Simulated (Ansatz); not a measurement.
Total energies of `[F][InH][CH2]BS`.

```xyz
10

F     2.286    0.331    0.934
In    1.339   -0.232   -0.702
C    -0.520    0.869   -0.512
B    -1.286   -0.320    0.058
S    -0.915   -1.081    1.652
H     2.210   -1.323   -1.667
H    -0.869    1.279   -1.456
H    -0.188    1.640    0.185
H    -2.078   -0.945   -0.585
H     0.022   -0.217    2.093
```

Charge 0, multiplicity 1. Correlated methods include outer-core shells of In, which these sets cover unevenly. In: def2 effective core potential. Geometry: relaxed with PBE0-D4/def2-TZVP. It is one conformer, not always the lowest. Basis def2-TZVPP, the Gaussian-basis code of Ansatz.

RPA on PBE orbitals: Hartree–Fock energy of these orbitals -751.70112 Eh, correlation -1.57785 Eh (frozen core).

| functional | energy without D4 (Eh) | D4 term (kJ/mol) |
| --- | --- | --- |
| LDA (SPW92) | -751.27561 | – |
| PBE | -753.90655 | -24.4 |
| BLYP | -754.17731 | -52.5 |
| r2SCAN | -754.23625 | -5.7 |
| B97M-V | -754.15510 | – |
| PBE0 | -753.95063 | -20.7 |
| HSE06 (plane-wave form) | -753.93331 | -19.6 |
| BHLYP | -754.11230 | -34.1 |
| CAM-B3LYP | -754.19540 | -21.4 |
| B2PLYP | -753.81290 | – |

Problem. Give the same for revPBE, B3LYP, r2SCANh, r2SCAN0, LC-ωPBE, ωB97X-V, ωB97M-V, PBE-QIDH. (Best estimate.)

Solution. Computed: 
```json
{"functional": "revPBE", "energy without D4 (Eh)": "-754.19480", "D4 term (kJ/mol)": "-65.3"}
{"functional": "B3LYP", "energy without D4 (Eh)": "-754.36512", "D4 term (kJ/mol)": "-39.8"}
{"functional": "r2SCANh", "energy without D4 (Eh)": "-754.21211", "D4 term (kJ/mol)": "-6.1"}
{"functional": "r2SCAN0", "energy without D4 (Eh)": "-754.17758", "D4 term (kJ/mol)": "-6.9"}
{"functional": "LC-ωPBE", "energy without D4 (Eh)": "-754.08811", "D4 term (kJ/mol)": "–"}
{"functional": "ωB97X-V", "energy without D4 (Eh)": "-754.14195", "D4 term (kJ/mol)": "–"}
{"functional": "ωB97M-V", "energy without D4 (Eh)": "-754.13504", "D4 term (kJ/mol)": "–"}
{"functional": "PBE-QIDH", "energy without D4 (Eh)": "-753.64065", "D4 term (kJ/mol)": "–"}
```

B3LYP takes the VWN-RPA correlation (the form of Gaussian; ORCA's B3LYP/G). HSE06 is the plane-wave form, built on full-range PBE exchange. The double hybrids freeze the cores in their second-order part.

LC-ωPBE has ω = 0.4 bohr⁻¹.
